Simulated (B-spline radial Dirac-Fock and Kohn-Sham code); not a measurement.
## X-ray scattering factor of Pr⁴⁺

System: praseodymium as Pr⁴⁺, [Xe] 4f1.

The computed values come from a B-spline atomic structure program: Dirac-Fock densities. f₀ is the Fourier transform of the spherical electron density, S the Waller-Hartree incoherent function, and s = sin θ/λ. The electron scattering factor follows from the Mott-Bethe formula f_e = 0.023934 Å⁻¹·(Z − f₀)/s².

```csv
s (Å⁻¹),f₀,S,f_e (Å),tabulated f₀
0,55.000,0.000,–,54.991
0.05,54.375,0.636,44.279,54.370
0.1,52.615,2.311,15.281,52.618
0.15,50.025,4.521,9.547,50.031
0.2,46.988,6.853,7.187,46.991
0.25,43.857,9.120,5.799,43.853
0.3,40.877,11.274,4.819,40.870
0.35,38.171,13.278,4.070,38.168
0.4,35.764,15.091,3.476,35.768
0.45,33.626,16.703,2.999,33.633
0.5,31.704,18.142,2.613,31.706
0.6,28.334,20.689,2.039,28.311
0.7,25.439,23.026,1.639,25.403
0.8,22.968,25.239,1.347,22.953
0.9,20.915,27.320,1.125,20.937
1,19.245,29.251,0.951,19.295
1.1,17.889,31.013,0.813,17.941
1.2,16.762,32.591,0.702,16.793
1.4,14.895,35.219,0.539,14.857
1.6,13.236,37.284,0.428,13.167
1.8,11.659,38.982,0.350,11.627
2,10.193,40.442,0.292,10.238
2.5,7.378,43.402,0.198,7.517
3,5.816,45.646,0.141,5.832
3.5,4.990,47.378,0.106,4.887
4,4.432,48.741,0.082,4.338
5,3.448,50.687,0.053,3.547
6,2.598,51.909,0.037,2.552
```

Tabulated f₀: the analytical fit of Waasmaier and Kirfel, Acta Cryst. A51, 416 (1995). These are calculations too.

f₀ starts at the number of electrons, 55, and has fallen to half at s ≈ 0.63 Å⁻¹. The sum of ⟨r²⟩ over the electrons is 34.48 bohr². For an ion f_e diverges as s goes to zero, because of the net charge.
